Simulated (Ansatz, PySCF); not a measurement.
C₂H₉FSi₃, SMILES F[Si@@H]1C[C@@H]([SiH3])[SiH2]1. Atoms are numbered in the order given.

```xyz
15

F      2.2001     0.1759    -1.7302
Si     1.5480    -0.6513    -0.4796
C     -0.3017    -0.9527    -0.7715
C     -0.8532     0.3828    -0.1777
Si    -2.6228     0.3232     0.4540
Si     0.5506     0.7634     1.0839
H      2.4488    -1.8177    -0.2381
H     -0.6103    -1.8149    -0.1512
H     -0.6355    -1.1617    -1.8010
H     -0.7859     1.1778    -0.9428
H     -3.0162     1.6406     1.0443
H     -2.7275    -0.7293     1.5134
H     -3.5880    -0.0161    -0.6394
H      0.8980     2.1995     1.3018
H      0.2952     0.1084     2.4063
```
Charge 0, spin multiplicity 1.

Coordinates come from a PBE0-D3(BJ)/def2-SVP optimisation. The structure was generated by enumeration; whether it is a known compound was not checked.

Two levels are set side by side: PBE-D3(BJ)/def2-SVP (Ansatz, an electronic-structure program) and PBE0-D3(BJ)/def2-SVP (Ansatz). Each level has its own optimised geometry; the coordinates shown are those of the second. Frequencies come from the Hessian of PySCF at each geometry. Differences are taken from unrounded values.

| quantity | PBE0-D3(BJ) | PBE-D3(BJ) | PBE-D3(BJ) minus PBE0-D3(BJ) |
|---|---|---|---|
| mean bond length (Å) | 1.568 | 1.579 | 0.011 |
| bond F1–Si2 (Å) | 1.635 | 1.650 | 0.015 |
| bond Si2–C3 (Å) | 1.897 | 1.910 | 0.014 |
| bond Si2–Si6 (Å) | 2.333 | 2.347 | 0.014 |
| bond C3–C4 (Å) | 1.562 | 1.570 | 0.008 |
| bond C4–Si5 (Å) | 1.880 | 1.892 | 0.012 |
| bond C4–Si6 (Å) | 1.925 | 1.939 | 0.014 |
| bond Si2–H7 (Å) | 1.493 | 1.507 | 0.013 |
| bond C3–H8 (Å) | 1.106 | 1.114 | 0.008 |
| bond C3–H9 (Å) | 1.102 | 1.110 | 0.008 |
| bond C4–H10 (Å) | 1.105 | 1.113 | 0.008 |
| bond Si5–H11 (Å) | 1.496 | 1.506 | 0.010 |
| bond Si5–H12 (Å) | 1.497 | 1.507 | 0.010 |
| bond Si5–H13 (Å) | 1.497 | 1.508 | 0.011 |
| bond Si6–H14 (Å) | 1.493 | 1.505 | 0.011 |
| bond Si6–H15 (Å) | 1.498 | 1.508 | 0.011 |
| highest harmonic wavenumber (cm⁻¹) | 3126 | 3035 | -91 |
| mean harmonic wavenumber (cm⁻¹) | 1108 | 1070 | -38 |
| zero-point energy (kcal/mol) | 61.77 | 59.68 | -2.09 |

Exact exchange shortens and stiffens bonds; PBE has none. Differences between two approximate levels are no errors against the true value.
